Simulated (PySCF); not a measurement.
## Bonding in `C#C[P@@](=O)([O-])CCCC`

Species: C6H10O2P (charge -1).
Numbering: `[CH:1]#[C:2][P@@:3](=[O:4])([O-:5])[CH2:6][CH2:7][CH2:8][CH3:9]` (hydrogens: H10 on C1; H11, H12 on C6; H13, H14 on C7; H15, H16 on C8; H17, H18, H19 on C9)

Structure used (GFN2-xTB), in Å, numbered top down from 1:
```
atom  x, y, z in Å
C1     4.3892    0.0647   -0.3210
C2     3.2338    0.1678   -0.0088
P3     1.5561    0.3915    0.6586
O4     1.3997   -0.5140    1.8321
O5     1.2860    1.8464    0.8217
C6     0.6502   -0.2513   -0.8471
C7    -0.7979    0.1934   -0.7773
C8    -1.5210   -0.4827    0.3805
C9    -2.9460    0.0281    0.5528
H10    5.3926   -0.0372   -0.6277
H11    0.7325   -1.3393   -0.8914
H12    1.1334    0.1686   -1.7333
H13   -0.8047    1.2744   -0.6135
H14   -1.3216   -0.0143   -1.7227
H15   -0.9453   -0.2922    1.2860
H16   -1.5358   -1.5649    0.2155
H17   -3.5279   -0.1304   -0.3563
H18   -2.9385    1.0939    0.7716
H19   -3.4447   -0.4871    1.3727
```

Bond orders from the PBE0/pcSseg-1 density (PySCF). The structure is a single GFN2-xTB conformer in the gas phase; no vibrational or solvent corrections. The pcSseg-1 basis has no diffuse functions, a weakness for an anion.

How far do the computed orders between heavy atoms stray from the drawn ones?

The largest departure is 0.766, at P3–O5 (drawn single, 1.766). Drawn single, order above 1.12: P3–O5 (1.766). Drawn single, order below 0.88: C2–P3 (0.709) and P3–C6 (0.844). Drawn double or triple, more than 0.30 short of the drawn order: C1–C2 (2.660). The SMILES, with its formal charges, is one Lewis structure only.

Set the Mayer orders of the bonds beside their lengths.

| bond | drawn as | length (Å) | Mayer order |
| --- | --- | --- | --- |
| C1–C2 | triple | 1.201 | 2.660 |
| C2–P3 | single | 1.819 | 0.709 |
| P3–O4 | double | 1.490 | 1.745 |
| P3–O5 | single | 1.489 | 1.766 |
| P3–C6 | single | 1.871 | 0.844 |
| C6–C7 | single | 1.516 | 1.056 |
| C7–C8 | single | 1.523 | 1.026 |
| C8–C9 | single | 1.524 | 1.060 |
| C1–H10 | single | 1.054 | 1.109 |
| C6–H11 | single | 1.092 | 0.941 |
| C6–H12 | single | 1.093 | 0.948 |
| C7–H13 | single | 1.093 | 0.936 |
| C7–H14 | single | 1.101 | 0.955 |
| C8–H15 | single | 1.090 | 0.922 |
| C8–H16 | single | 1.095 | 0.957 |
| C9–H17 | single | 1.091 | 0.968 |
| C9–H18 | single | 1.088 | 0.969 |
| C9–H19 | single | 1.089 | 0.974 |

By pair of heavy elements: C–C: lowest C7–C8 (1.026, 1.523 Å), highest C1–C2 (2.660, 1.201 Å). C–P: lowest C2–P3 (0.709, 1.819 Å), highest P3–C6 (0.844, 1.871 Å); in 1 of the 1 pairs the longer bond (by over 0.003 Å) has the higher order (by 0.02 or more). O–P: lowest P3–O4 (1.745, 1.490 Å), highest P3–O5 (1.766, 1.489 Å).

Sum the orders of all bonds at each heavy atom with more than one neighbour and set the sums beside the valence in the SMILES.

C1 3.769 (drawn 4), C2 3.369 (drawn 4), P3 5.064 (drawn 5), C6 3.789 (drawn 4), C7 3.973 (drawn 4), C8 3.965 (drawn 4), C9 3.971 (drawn 4). Orders between atoms that aren't bonded are not in these sums.

For a closed shell the Mayer order of atoms A and B is Σ (PS)μν (PS)νμ over the basis functions μ on A and ν on B, with P the density and S the overlap matrix.
